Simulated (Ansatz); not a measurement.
ClFH$_{2}$NNbO, SMILES `[NH2][Nb](=[O])([F])[Cl]` at its PBE0-D4/def2-TZVP geometry, where that method's forces vanish. Charge 0, multiplicity 1. Nb takes the def2 core potential.

```xyz
7

N     0.3054   -1.1065    0.3914
Nb   -0.2809    0.6500   -0.2013
O    -1.5735    0.3199   -1.2288
F    -0.8413    1.6815    1.2571
Cl    1.4209    1.7009   -1.3486
H     1.0694   -1.2635    1.0358
H    -0.1000   -1.9822    0.0944
```

(1) What forces (eV/Å) does ωB97M-V/def2-TZVPP give on these atoms in Ansatz? (Best estimate.)

## Answers

(1) Computed: 
```
N1   0.034 -0.049  0.041
Nb2 -0.420 -0.165 -0.263
O3   0.282  0.088  0.231
F4  -0.011  0.047  0.058
Cl5  0.117  0.082 -0.065
H6  -0.026 -0.020 -0.022
H7   0.024  0.017  0.019
```
